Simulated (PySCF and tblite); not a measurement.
Results of a calculation; reference values are marked as such.
4-isothiazolecarbonitrile, C₄H₂N₂S, numbered as in [N:1]#[C:2][c:3]1[cH:4][n:5][s:6][cH:7]1.

Classical Langevin dynamics with GFN2-xTB (tblite), gas phase: time step 1.5 fs, H mass 4 u, friction 0.005 fs⁻¹, 400 steps to settle and 8000 to sample, one trajectory a temperature from the lowest conformer.

GIAO shieldings at B3LYP/pcSseg-1 (PySCF) on 14 frames a temperature; like atoms are averaged, and of two unlike H on one atom a is the less shielded at the minimum.

(1) How far do thermal motions move the shieldings from their values at the minimum?

(2) What do the single frames at 220 K give for S6?

Changes within two standard errors are not significant.

The study took 9.3 min on 1 thread of Arm Neoverse V1, on a host shared with other jobs (rough), peak memory 0.67 GiB, launched as `OMP_NUM_THREADS=1 python ens_run.py task.json out`.

## Answers

(1) 
| signal | σ at minimum (ppm) | Δσ, 220 K | Δσ, 350 K | Δσ, 500 K |
| --- | --- | --- | --- | --- |
| N1 | -61.0 | -3.7 ± 1.7 | -7.5 ± 3.9 | -10.8 ± 2.4 |
| C2 | 65.6 | -0.9 ± 0.5 | -2.2 ± 1.1 | -1.2 ± 0.6 |
| C3 | 67.6 | -0.1 ± 1.9 | -2.5 ± 1.2 | -6.6 ± 1.9 |
| C4 | 18.6 | -1.0 ± 1.2 | -0.6 ± 1.7 | -6.2 ± 1.9 |
| N5 | -89.1 | -8.7 ± 2.7 | -2.8 ± 5.6 | -10.8 ± 8.4 |
| S6 | 75.2 | -20.1 ± 8.1 | -5.9 ± 9.3 | -10.3 ± 10.6 |
| C7 | 12.8 | -1.4 ± 2.4 | -0.7 ± 2.2 | -3.0 ± 3.2 |
| H4 | 23.25 | -0.26 ± 0.12 | 0.04 ± 0.16 | -0.24 ± 0.14 |
| H7 | 22.99 | -0.26 ± 0.14 | -0.06 ± 0.17 | 0.04 ± 0.19 |

Errors are standard errors over frames. Zero-point motion is missing, and a reference compound would move too.

(2) 
| t (fs) | V above the minimum, tight binding (kcal/mol) | E above it, DFT (kcal/mol) | torsions (°) | σ (ppm) |
| --- | --- | --- | --- | --- |
| 1028 | 8.2 | 10.7 | none | 98.5 |
| 1886 | 6.4 | 6.1 | none | 57.0 |
| 2742 | 2.1 | 2.3 | none | 63.8 |
| 3600 | 6.5 | 5.1 | none | -3.9 |
| 4456 | 5.9 | 4.7 | none | 37.5 |
| 5314 | 5.9 | 4.8 | none | 15.4 |
| 6171 | 5.1 | 6.3 | none | 88.3 |
| 7029 | 3.3 | 4.1 | none | 78.1 |
| 7886 | 5.1 | 4.6 | none | 36.0 |
| 8744 | 3.9 | 4.3 | none | 28.9 |
| 9600 | 7.0 | 7.0 | none | 54.7 |
| 10458 | 4.3 | 6.0 | none | 79.6 |
| 11314 | 5.5 | 5.1 | none | 46.6 |
| 12172 | 6.2 | 5.6 | none | 90.5 |
